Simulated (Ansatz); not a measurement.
C2H3GaTe. Charge 0, multiplicity 1. Te takes the def2 core potential. The bonds changed during the relaxation, so this is another structure than the one it started from.

Z-matrix (Å, degrees):
```
Ga
Te 1 2.820
C 1 1.982 2 56.1
H 1 1.554 2 110.0 3 106.0
H 1 1.554 2 110.0 3 -106.0
C 2 2.231 1 75.4 3 -0.0
H 6 1.073 2 127.5 1 -180.0
```

What are the harmonic wavenumbers in cm⁻¹ at PBE0-D4/def2-TZVP (Ansatz, finite differences of forces, unscaled)? (Best estimate.)

Computed: 123, 156, 357, 361, 419, 464, 502, 593, 681, 715, 827, 1836, 2023, 2028, 3357.

Is this a minimum?

Yes, all 15 modes are real.

Give the ideal-gas thermochemistry at 298.15 K and 1 bar (rigid rotor, harmonic oscillator; point group Cs, symmetry number 1).

Zero-point energy 86.4 kJ/mol; H(298) − E = 104.9 kJ/mol; entropy 342.0 J/(mol·K), of which translation 176.4, rotation 117.6, vibration 48.0; G(298) − E = 2.9 kJ/mol.
